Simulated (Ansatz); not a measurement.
`[SiH3][AlH][S][SiH3]` + HBr → `[SiH3]Br` + `[SiH3][AlH][SH]`  (ligand exchange at the Si–S bond)

Calculated with Ansatz (gas phase, PBE0-D4/def2-TZVP geometries, no zero-point term in ΔE). CCSD(T)/CBS adds triple-zeta CCSD(T) − MP2 to the extrapolated MP2 energy (def2 sets, frozen cores). DFT in def2-TZVPP. For Br outer-core shells are correlated without core-valence functions, which leaves a few kJ/mol of doubt a bond. Scalar relativity is left out up to krypton. One conformer a species, not always the lowest.

```csv
level,ΔE (kJ/mol),difference from CCSD(T)/CBS
revPBE-D4,-21.5,7.7
BLYP-D4,-26.5,2.7
r2SCAN-D4,-28.2,1.0
PBE0-D4,-25.8,3.4
BHLYP-D4,-30.2,-1.0
CAM-B3LYP-D4,-30.9,-1.7
revPBE,-35.3,-6.1
r2SCAN,-30.1,-0.9
PBE0,-32.0,-2.8
LC-ωPBE,-31.2,-2.0
HF/def2-SVP,-41.2,-12.0
CCSD(T)/def2-SVP,-26.2,3.0
MP2/def2-TZVPP,-27.3,1.9
HF/def2-QZVPP,-46.9,-17.7
MP2/def2-QZVPP,-28.2,1.0
SCS-MP2/def2-QZVPP,-31.4,-2.2
CCSD(T)/CBS,-29.2,0
```

Largest T1 diagnostic among the species: 0.013.

The D4 term adds +10.9 kJ/mol with B3LYP and +6.2 kJ/mol with PBE0; it sums over pairs of atoms, weighted by their polarisabilities, and B3LYP, whose exchange is more repulsive, gets the larger term. At CCSD(T), def2-SVP lies +3.0 kJ/mol from the extrapolated value and def2-TZVPP +1.6 kJ/mol.

B3LYP here is the variant with VWN-RPA as its local correlation; programs differ in this.
